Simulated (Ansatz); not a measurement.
Relaxation of B2BrH7Si3 (13 atoms, charge 0, multiplicity 1), to a largest force component of 0.02 eV/Å in at most 50 steps.

Computed with RHF/def2-SVP (Ansatz).

```xyz
13
Properties=species:S:1:pos:R:3
B -2.308 0.843 -0.202
Si -0.499 1.309 -0.557
B 0.633 -0.275 -0.122
Si 1.346 -2.057 -0.532
Si 0.726 1.325 1.086
Br -0.317 0.913 3.056
H -2.850 0.011 -0.801
H -2.892 1.448 0.657
H -1.801 0.003 -0.838
H 0.604 -2.531 -1.729
H 2.717 -2.054 -0.716
H 0.960 -2.959 0.604
H 1.972 2.050 1.053
```

Problem. Where does it end, and by what steps?

Solution. The run converged. The force dipped under the threshold on the way, but the program's further checks kept it going. After 34 steps the energy has fallen by 4.092 eV; Br6 moved furthest, 3.48 Å. Parted: Si2–Si5 (2.05 → 2.89 Å).

```
step  energy less start (eV)  largest force component (eV/Å)  accepted
   0                  0.0000                           4.023       yes
   2                 -1.9274                           1.776       yes
   4                 -2.9611                           0.692       yes
   6                 -3.2516                           0.361       yes
   8                 -3.4117                           0.239       yes
  10                 -3.5000                           0.253       yes
  12                 -3.5371                           0.334       yes
  14                 -3.5723                           0.409       yes
  16                 -3.6424                           1.065       yes
  18                 -3.8031                           1.780       yes
  20                 -3.9812                           0.575       yes
  22                 -4.0455                           0.246       yes
  24                 -4.0387                           0.437        no
  26                 -4.0780                           0.066       yes
  28                 -4.0786                           0.347        no
  30                 -4.0899                           0.076       yes
  32                 -4.0915                           0.070       yes
  34                 -4.0921                           0.010       yes
```

```xyz
13
Properties=species:S:1:pos:R:3
B -2.751 0.963 -1.007
Si -1.090 0.613 -0.133
B 0.471 -0.240 0.417
Si 1.172 -2.068 -0.078
Si 1.232 1.038 1.535
Br 3.141 0.879 2.637
H -2.717 1.611 -2.013
H -3.752 0.769 -0.377
H -2.168 -0.225 -1.248
H 0.334 -2.700 -1.129
H 2.562 -1.994 -0.597
H 1.184 -2.981 1.095
H 0.671 2.362 1.856
```

The run took 3.3 min on 2 threads of AMD EPYC 7R43 64-Core Processor (Zen 3), with other jobs on the host, peak memory 0.47 GiB.
